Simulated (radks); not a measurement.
Q: Tb4+, configuration [Kr] 4d9 4f8 5s2 5p6 (not the ground configuration). Calculated with a radial shooting solver on a logarithmic mesh with Libxc functionals: scalar-relativistic Kohn-Sham, PBE, spin-polarised, spherical densities, finite nucleus; open shells are filled with parallel spins first (spin-orbit coupling, left out, can overturn this in heavy ions); Fermi nuclear charge, rms radius 5.06 fm. Some entries of the table are withheld. Estimate them.

orbital,occ.,eigenvalue (hartree),<r> (bohr)
1s up,1,-1907.698,0.02151
1s down,1,-1907.697,0.02151
2s up,1,-318.0896,0.09150
2s down,1,-318.0661,0.09150
2p up,3,-282.9205,0.08088
2p down,3,-282.9021,0.08088
3s up,1,-72.23678,0.2394
3s down,1,-72.13203,0.2392
3p up,3,-61.38923,0.2381
3p down,3,-61.28364,0.2379
3d up,5,-47.25174,0.2166
3d down,5,-47.16186,0.2163
4s up,1,-16.04558,0.5396
4s down,1,-15.78151,0.5398
4p up,3,-12.45715,0.5705
4p down,3,-12.19694,0.5711
4d up,5,-7.52678,0.6162
4d down,4,-7.27272,0.6182
5s up,1,(1),1.258
5s down,1,(2),1.277
5p up,3,-2.55020,1.433
5p down,3,-2.47439,1.458
4f up,7,-2.12776,0.7640
4f down,1,-1.90400,0.7917

A: 
(1) 5s up eigenvalue (hartree): -3.48058
(2) 5s down eigenvalue (hartree): -3.37588
